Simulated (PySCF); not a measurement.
Ionising KSi

r²SCAN; PySCF, no relativity, basis sets K 6-31G(d,p), Si 6-31G(d,p). Neutral (UKS): quartet (σ ↑, π ↑↑), Re = 3.047 Å, ωe = 202 cm⁻¹, De = 1.76 eV, HOMO -3.23 eV, LUMO -1.53 eV.

KSi⁺ (UKS): triplet (σ ↑, π ↑), Re = 3.715 Å, ωe = 85.0 cm⁻¹, De = 0.27 eV to K⁺ + Si. The energies at the minima are -889.22053 hartree for KSi and -889.00954 for KSi⁺.

Work out the adiabatic ionisation energy, without and with harmonic zero-point energies (1 hartree = 27.2114 eV, 1 eV = 8065.5 cm⁻¹), and the change of the bond length.

At r²SCAN: 0.21099 hartree = 5.741 eV between the minima; the zero-point term (85.0 − 202.0)/2 cm⁻¹ = -0.007 eV makes it 5.734 eV. Re changes by +66.8 pm against the neutral. The electron leaves a π orbital, and the ion is left as a loose complex of an ion and an atom.

Weak bonds: KSi⁺. Basis-set superposition, not corrected here, can be much of De in a small basis, most of all at correlated wavefunction levels. For an ion De counts to the pair picked by the measured ionisation energies or electron affinities, which need not be the lowest pair at this level. States were picked by a PBE0 search and need not be the measured ground states.
